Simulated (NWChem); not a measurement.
System: C2H7NOSi; SMILES C=CO[SiH2]N

```xyz
12

C     -0.8705    -1.8894    -0.3859
C      0.3060    -1.6697     0.2108
O      0.9094    -0.4878     0.4208
Si     0.4886     1.0363    -0.1833
N     -0.9672     1.7260     0.4032
H     -1.4965    -1.0842    -0.7783
H     -1.2343    -2.9120    -0.4932
H      0.9000    -2.5052     0.6009
H      1.6291     1.8723     0.2642
H      0.3625     0.9170    -1.6630
H     -1.0540     2.0248     1.3679
H     -1.8678     1.4738     0.0139
```
Atoms are numbered in this order, from 1.

Computed with NWChem. Geometry: optimised at PBE0/def2-SVP. Not confirmed as a minimum by frequencies. Level: B3LYP/def2-SVP with SMD (1 M gas to 1 M solution), gas-phase geometry. Reactions with the solvent are ignored.

**Question.** Order these by “solvation free energy (kcal/mol)”, lowest first: water; acetone; N,N-dimethylformamide.

**Answer.** acetone (-4.0), N,N-dimethylformamide (-3.3), water (-0.8)
